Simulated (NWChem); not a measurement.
Species: C₂H₅ITe; SMILES [Te](I)CC

```xyz
9

Te     0.6437     1.0558    -0.0396
I     -0.0075    -1.5805     0.0068
C     -1.2963     1.7920     0.5969
C     -2.4230     1.5659    -0.3861
H     -1.0952     2.8638     0.7651
H     -1.4891     1.3353     1.5780
H     -2.5822     0.4929    -0.5728
H     -2.2247     2.0514    -1.3530
H     -3.3643     1.9763     0.0167
```
Atoms are numbered in this order, from 1.

Computed with NWChem. Geometry: optimised at PBE0/def2-SVP (def2 core potentials past Kr). No frequency run checked for a minimum. B3LYP is NWChem's, with the RPA form of VWN correlation.

Problem. Predict the results for B3LYP/STO-3G, non-relativistic. Quantities: highest occupied level (eV); orbital gap (eV); dipole (D).

Solution. 
```yaml
highest occupied level (eV): -3.64
orbital gap (eV): 4.13
dipole (D): 2.03
```
